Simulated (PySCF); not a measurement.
## Induced dipoles and field energies

Mo(vinyl)4, C₈H₁₂Mo (singlet state).
Structure used (PBE0-D3(BJ)/def2-SVP), in Å, numbered top down from 1:
```
atom  x, y, z in Å
Mo1    0.0255   -0.0022    0.0233
C2    -0.1122   -0.2370    2.0392
C3     0.8598   -0.2035    2.9650
H4    -1.1561   -0.4140    2.3560
H5     1.9117   -0.0307    2.7047
H6     0.6538   -0.3472    4.0323
C7     1.8450    0.3248   -0.8271
C8     3.0444    0.3935   -0.2269
H9     1.7777    0.4533   -1.9221
H10    3.1652    0.2729    0.8572
H11    3.9686    0.5748   -0.7883
C12   -1.2111    1.3764   -0.5452
C13   -2.2506    1.9602   -1.1464
H14   -0.4740    2.0042    0.0728
H15   -2.9489    1.3621   -1.7394
H16   -2.4443    3.0350   -1.0731
C17   -0.8490   -1.4915   -0.8633
C18   -1.7468   -2.1416   -1.6078
H19    0.0263   -2.0556   -0.3869
H20   -2.5809   -1.5985   -2.0623
H21   -1.6908   -3.2194   -1.7912
```

Level: CAM-B3LYP/def2-SVPD (PySCF); nuclei fixed, core orbitals frozen in the response. Permanent dipole (-0.715, -0.030, -0.537) D (1 au = 2.5417 D). Static polarisability (au):

```
x   188.93   0.00  33.32
y     0.00 156.48   3.40
z    33.32   3.40 164.12
```

Only the terms in μ and α are kept: μ(F) = μ + αF and ΔE = −μ·F − ½ F·αF.

Q: A field of 0.01 au (0.514 V/Å) is applied along each axis in both senses. Find the induced dipole, the size of the total dipole and the two energy terms.

A: 
```csv
field along,induced x (D),induced y (D),induced z (D),total size (D),−μ·F (kJ/mol),−½F·αF (kJ/mol)
+x,4.802,0.000,0.847,4.099,+7.386,-24.802
−x,-4.802,0.000,-0.847,5.688,-7.386,-24.802
+y,0.000,3.977,0.086,4.037,+0.310,-20.542
−y,0.000,-3.977,-0.086,4.118,-0.310,-20.542
+z,0.847,0.086,4.172,3.637,+5.547,-21.545
−z,-0.847,-0.086,-4.172,4.962,-5.547,-21.545
```

Q: For the field (0.0100, 0.0020, -0.0050) au, what is the induced dipole, and what angle does it make with the field?

A: αF = (4.379, 0.752, -1.222) D, at 10.8° to the field. The polarisability along this direction, F·αF/F², is 156.76 au, against a mean of 169.84 au.

Q: Which field along μ doubles the dipole in that direction (linear response)?

A: The polarisability along the dipole is 212.06 au, so F = 0.3520 au / 212.06 au = 0.0017 au = 0.09 V/Å; higher-order terms are ignored.

Q: What field makes μF equal to kT at 400 K?

A: kT = 1.2667 × 10⁻³ Eh, so F = 0.0036 au = 18.5 MV/cm.

Q: A unit point charge sits 8 Å away. Estimate the induction energy −αe²/2R⁴ with the mean polarisability, treating the molecule as a point.

A: R = 15.12 bohr, so the energy is −169.8/(2 × 15.12⁴) Eh = -4.27 kJ/mol. The charge–dipole term at its most favourable orientation, −μe/R², is -4.04 kJ/mol.

Geometry: PBE0-D3(BJ)/def2-SVP; no solvent, vibrations or thermal averaging. Atoms past krypton carry effective core potentials; spin–orbit coupling is left out.
